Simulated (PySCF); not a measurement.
What builds the second ionisation energy along the second row

All values are computed (PySCF 2.14, energy differences of UHF-based or UKS calculations, no spin-orbit coupling). Each column adds one step, in eV (sums use unrounded values): valence MP2, valence CCSD, valence triples, then the next inner shell at CCSD(T) (B 1s, C 1s, N 1s, O 1s, F 1s, Ne 1s). References (NIST) marked * lie between the lowest fine-structure levels; the others compare directly ((s) semi-empirical, (t) theoretical).

```
                                                        element     UHF  + MP2  + CCSD  + (T)  + inner shell     sum     reference
         B [He] 2s2 → [He] 2s1 (aug-cc-pCVTZ-DK, spin-free X2C)  23.449  1.001   0.640  0.000          0.025  25.114        25.155
     C [He] 2s2 2p1 → [He] 2s2 (aug-cc-pCVTZ-DK, spin-free X2C)  24.149  0.218  -0.164  0.032          0.042  24.278        24.378
 N [He] 2s2 2p2 → [He] 2s2 2p1 (aug-cc-pCVTZ-DK, spin-free X2C)  29.185  0.425  -0.155  0.017          0.042  29.514  29.601 (s) *
 O [He] 2s2 2p3 → [He] 2s2 2p2 (aug-cc-pCVTZ-DK, spin-free X2C)  34.550  0.638  -0.180  0.010          0.038  35.056      35.121 *
 F [He] 2s2 2p4 → [He] 2s2 2p3 (aug-cc-pCVTZ-DK, spin-free X2C)  33.367  1.250   0.035  0.029          0.026  34.707        34.950
Ne [He] 2s2 2p5 → [He] 2s2 2p4 (aug-cc-pCVTZ-DK, spin-free X2C)  39.239  1.517  -0.074  0.035          0.024  40.742      40.963 *
```

What remains against the references is mostly basis incompleteness and, for starred values, spin-orbit coupling.

Task: What share of the correlation contribution for Ne comes from the inner shell?

Result: The four steps add to 1.502 eV, of which the inner shell gives 0.024 eV, or 2 %.
